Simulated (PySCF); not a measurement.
Cl (SMILES [Cl-]), charge -1, singlet (in this run its highest filled SCF level lies above zero, so its values depend strongly on the basis, on diffuse functions most of all); BLYP/def2-TZVP (PySCF).

Here is a job for PySCF.
```python
from pyscf import gto, scf, dft

mol = gto.Mole()
mol.atom = '''
    Cl    0.000000    0.000000    0.000000
'''
mol.basis = 'def2-tzvp'
mol.charge = -1
mol.spin = 0
mol.verbose = 4
mol.build()

mf = dft.RKS(mol)
mf.xc = 'blyp'
mf = mf.newton()
mf.kernel()
mf.analyze()
```

Task: Predict the main parts of the log of this PySCF run.

Result: 
```
PySCF version 2.14.0

[INPUT] verbose = 4
[INPUT] num. atoms = 1
[INPUT] num. electrons = 18
[INPUT] charge = -1
[INPUT] spin (= nelec alpha-beta = 2S) = 0
[INPUT] symmetry False subgroup None
[INPUT] Mole.unit = angstrom
[INPUT] Symbol           X                Y                Z      unit          X                Y                Z       unit  Magmom
[...]
nuclear repulsion = 0
number of shells = 13
number of NR pGTOs = 63
number of NR cGTOs = 37
basis = def2-tzvp
ecp = {}

******** <class 'pyscf.soscf.newton_ah.SecondOrderRKS'> ********
method = SecondOrderRKS
initial guess = minao
damping factor = 0
level_shift factor = 0
DIIS = <class 'pyscf.scf.diis.CDIIS'>
diis_start_cycle = 1
diis_space = 8
diis_damp = 0
SCF conv_tol = 1e-09
SCF conv_tol_grad = None
SCF max_cycles = 50
direct_scf = True
direct_scf_tol = 1e-13
XC library pyscf.dft.libxc version 7.1.2
    S. Lehtola, C. Steigemann, M. J. T. Oliveira, and M. A. L. Marques,  SoftwareX 7, 1–5 (2018)
XC functionals = blyp
    A. D. Becke,  Phys. Rev. A 38, 3098 (1988)
    C. Lee, W. Yang, and R. G. Parr,  Phys. Rev. B 37, 785 (1988)
    B. Miehlich, A. Savin, H. Stoll, and H. Preuss,  Chem. Phys. Lett. 157, 200 (1989)
radial grids:
    Treutler-Ahlrichs [JCP 102, 346 (1995); DOI:10.1063/1.469408] (M4) radial grids

becke partition: Becke, JCP 88, 2547 (1988); DOI:10.1063/1.454033
pruning grids: <function nwchem_prune>
grids dens level: 3
symmetrized grids: False
atomic radii adjust function: <function treutler_atomic_radii_adjust>
small_rho_cutoff = 0
******** <class 'pyscf.dft.rks.RKS'> Newton solver flags ********
SCF tol = 1e-09
conv_tol_grad = None
max. SCF cycles = 50
direct_scf = True
direct_scf_tol = 1e-13
max_cycle_inner = 12
max_stepsize = 0.05
ah_start_tol = 1e+09
ah_level_shift = 0
ah_conv_tol = 1e-12
ah_lindep = 1e-14
ah_start_cycle = 1
ah_max_cycle = 40
ah_grad_trust_region = 2.5
kf_interval = 4
kf_trust_region = 5
canonicalization = True
Set conv_tol_grad to 3.16228e-05
Initial guess from minao.
tot grids = 18880
[...]
Initial guess E= -460.19954649311  |g|= 0.446088
macro= 0  E= -460.265454149894  delta_E= -0.0659077  |g|= 0.446088  2 KF 5 JK
macro= 1  E= -460.265708816572  delta_E= -0.000254667  |g|= 0.00155808  2 KF 7 JK
macro= 2  E= -460.265708816573  delta_E= -3.97904e-13  |g|= 5.30894e-07  1 KF 2 JK
Canonicalize SCF orbitals
macro X = 3  E=-460.265708816573  |g|= 5.30894e-07  total 6 KF 18 JK
converged SCF energy = -460.265708816573
**** SCF Summaries ****
Total Energy =                        -460.265708816572612
Nuclear Repulsion Energy =               0.000000000000000
One-electron Energy =                 -641.720648795482703
Two-electron Energy =                  181.454939978910090
Two-electron Coulomb Energy =          209.935911063431632
DFT Exchange-Correlation Energy =      -28.480971084521546
HOMO-LUMO gap [eV] =                    16.749138207278790
**** MO energy ****
[...]
 ** Mulliken pop on meta-lowdin orthogonal AOs  **
 ** Mulliken pop  **
[...]
 ** Mulliken atomic charges  **
charge of    0Cl =     -1.00000

WARN: System has nonzero charge -1; the dipole moment is origin-dependent.
Location of origin: [0. 0. 0.]

Dipole moment(X, Y, Z, Debye): -0.00000,  0.00000, -0.00000
```
